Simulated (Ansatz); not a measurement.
Ideal-gas functions of CH$_{4}$SSeSi, SMILES `[SiH3]C(S)=[Se]` at 600 K and 1 bar, from an Ansatz frequency run at PBE0-D4/def2-TZVP.

Molar mass 155.16 g/mol, point group Cs (symmetry number 1), electronic degeneracy 1, moments of inertia 165.075, 265.306, 424.384 u Å². Harmonic wavenumbers (cm⁻¹, unscaled): 44, 156, 208, 310, 415, 422, 626, 654, 852, 913, 929, 936, 961, 1078, 2196, 2253, 2262, 2663.

Use S(trans) = R[1.5 ln M + 2.5 ln T − 1.1517]; rotational temperatures θ = 24.2544 K / I; S(rot) = R[ln(√π/σ · √(T³/θAθBθC)) + 1.5]; for each mode x = 1.438777 ν̃/T, S = R[x/(eˣ − 1) − ln(1 − e⁻ˣ)] and H = RT x/(eˣ − 1); 1 cm⁻¹ = 0.0119627 kJ/mol; R = 8.31446 J/(mol·K).

**Question.** By hand: the entropy, in J/(mol·K).

**Answer.** Translation 186.3. Rotation: θ = 0.1469, 0.0914, 0.0572 K, giving 126.8. Vibration, mode by mode: 27.02, 16.54, 14.18, 10.97, 8.69, 8.56, 5.68, 5.38, 3.68, 3.28, 3.19, 3.14, 3.00, 2.40, 0.27, 0.24, 0.24, 0.10, in all 116.6. Electronic 0.0. Sum 429.7 J/(mol·K).

**Question.** By hand: H − E and G − E in kJ/mol, counted from the electronic energy.

**Answer.** Zero-point energy ½ × 17878 × 0.0119627 = 106.9; thermal vibration 34.4; translation, rotation and pV give 4 RT = 20.0. H − E = 161.3 kJ/mol, and G − E = 161.3 − 600 × 429.7/1000 = -96.5 kJ/mol.

Vibration gives 27 % of the entropy, 27.0 J/(mol·K) of it from the mode under 150 cm⁻¹: soft modes count most, and the harmonic formula is weakest for them. The sum counts one conformer and one mirror image; others add a mixing term.
